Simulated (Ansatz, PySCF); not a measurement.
Torsion H4–S1–Si2–S3 in H2S2Si (SMILES S[Si]S); at each angle all else is relaxed with GFN2-xTB, and the levels are single points there.
Geometry at 180° (charge 0, multiplicity 1):
```
atom    x (Å)    y (Å)    z (Å)
----  -------  -------  -------
S      1.6579  -0.4988   0.0537
Si    -0.1127  -1.1893  -1.0280
S     -0.1042  -3.2659  -0.3996
H      1.5830   0.7518  -0.3755
H      0.9710  -3.2404   0.3752
```
Energies count from the point at 180°.

Correlated levels freeze the cores. CBS(a, b) extrapolates the correlation energy as X⁻³ and adds the Hartree–Fock energy of set b.

Programs: Ansatz (Gaussian orbitals); PySCF for the dispersion terms. 

Energies in kcal/mol.

| dihedral (°) | SVWN5/def2-TZVPP | PBE/def2-TZVPP | B3LYP-D3(BJ)/def2-TZVPP | MP2/CBS(cc-pV(T+d)Z, cc-pV(Q+d)Z) | SCS-MP2/cc-pV(D+d)Z | CCSD(T)/CBS(cc-pV(T+d)Z, cc-pV(Q+d)Z) |
|---|---|---|---|---|---|---|
| 0 | 2.62 | 2.51 | 2.33 | 2.90 | 2.63 | 2.60 |
| 30 | 4.32 | 4.19 | 4.05 | 4.60 | 4.40 | 4.26 |
| 60 | 8.22 | 8.04 | 7.94 | 8.49 | 8.48 | 8.07 |
| 90 | 10.41 | 10.20 | 10.07 | 10.51 | 10.56 | 10.05 |
| 120 | 7.37 | 7.21 | 7.22 | 7.60 | 7.59 | 7.28 |
| 150 | 2.32 | 2.25 | 2.29 | 2.44 | 2.43 | 2.34 |
| 180 | 0.00 | 0.00 | 0.00 | 0.00 | 0.00 | 0.00 |
| 210 | 2.32 | 2.26 | 2.29 | 2.44 | 2.43 | 2.35 |
| 240 | 7.38 | 7.21 | 7.22 | 7.61 | 7.60 | 7.29 |
| 270 | 10.41 | 10.19 | 10.07 | 10.51 | 10.55 | 10.05 |
| 300 | 8.21 | 8.03 | 7.93 | 8.48 | 8.46 | 8.06 |
| 330 | 4.32 | 4.19 | 4.06 | 4.60 | 4.41 | 4.27 |

Ansatz is an electronic-structure program.
